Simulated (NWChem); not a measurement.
GeH$_{3}$SeF; SMILES F[Se][GeH3]

```xyz
6

Se    -0.2672     0.9774    -0.4524
F      1.0569     1.4964     0.6240
Ge     0.1246    -1.3240    -0.0911
H     -0.0560    -1.6408     1.4004
H     -0.9395    -2.0314    -0.9479
H      1.5442    -1.6769    -0.5576
```
Atoms are numbered in this order, from 1.

Level: PBE0/def2-SVP (NWChem), optimised geometry, unscaled harmonic frequencies. This build's default masses of Se (78.918 u) and Br (79.917 u) are each other's, which moves their modes by up to 0.6 %.

```tsv
frequency (cm⁻¹)	IR intensity (km/mol)
115	0.1
134	3.4
285	4.2
522	15.9
537	7.8
658	54.4
806	196.9
858	38.9
883	46.3
2163	54.4
2179	92.4
2179	80.8
```

The zero-point energy is 16.2 kcal/mol and the thermal correction to the enthalpy at 298.15 K (with zero-point energy) comes out as 20.1 kcal/mol. The heat capacity Cv comes out as 16.5 cal/(mol K) and the entropy at 298.15 K and 1 atm (symmetry number 1) is 77.7 cal/(mol K). The dipole moment is 2.37 D.

Rigid rotor and harmonic oscillator.
